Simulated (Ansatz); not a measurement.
System: difluoroboranylsilane, sum formula BSiH₃F₂ (charge 0, singlet). 
Coordinates optimised at B3LYP-D3(BJ)/def2-TZVP (Ansatz, a first-principles code):
SMILES: FB(F)[SiH3]
```xyz
7

F      1.3008     1.1169    -0.1169
B      0.5869     0.0083     0.0016
F      1.2739    -1.1170     0.1334
Si    -1.4476     0.0010    -0.0095
H     -1.9247    -0.8963    -1.0885
H     -1.9832     1.3635    -0.2245
H     -1.9336    -0.5219     1.2898
```
Charge 0, spin multiplicity 1.

Basis-set convergence of Hartree-Fock and CCSD(T) correlation energies (hartree) with Ansatz. Cores are frozen in the correlated levels unless marked. Spin-orbit coupling is left out. No relativistic terms.

```tsv
basis	functions	E(HF)	E(corr, CCSD(T))
cc-pV(D+d)Z	80	-514.35993	-0.60031
cc-pV(T+d)Z	171	-514.45659	-0.77138
cc-pV(Q+d)Z	319	-514.47827	-0.83140
cc-pV(5+d)Z	538	-514.48353	-0.85279
```

Extrapolating the two largest sets (X = 4 and 5) as X^-3: E(corr) = (125·(-0.85279) - 64·(-0.83140))/61 = -0.8752 Eh, an estimate of the basis-set limit. The largest set recovers 97.4 % of it, the smallest 68.6 %.
